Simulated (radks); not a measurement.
The numbers below are computed, except where a source is named.
Charge is removed step by step from the 4s1/2 level of the xenon ion Xe+, starting from [Kr] 4d10 5s2 5p5. Code: a radial shooting solver on a logarithmic mesh with Libxc functionals. Model: Dirac Kohn-Sham, BLYP, spin-unpolarised, spherical densities, point nucleus; open shells are shared between the two j in proportion to 2j + 1.

removed (e)  E - E(0) (eV)  eigenvalue (eV)  E minus straight line (eV)
0                    0.000          -206.98                       0.000
0.25                52.391          -212.16                      -1.986
0.5                 106.09          -217.44                      -2.664
0.75                161.12          -222.82                      -2.010
1                   217.51          -228.29                       0.000

Removing the whole electron costs 217.51 eV by Delta-SCF, against 206.98 eV from minus the eigenvalue at the starting occupation. Slater's transition state (half an electron removed) gives 217.44 eV. Integrating minus the eigenvalue over the occupation (Janak's theorem) gives 217.51 eV. The mean slope of the eigenvalue, de/dn, is 21.3 eV per electron.
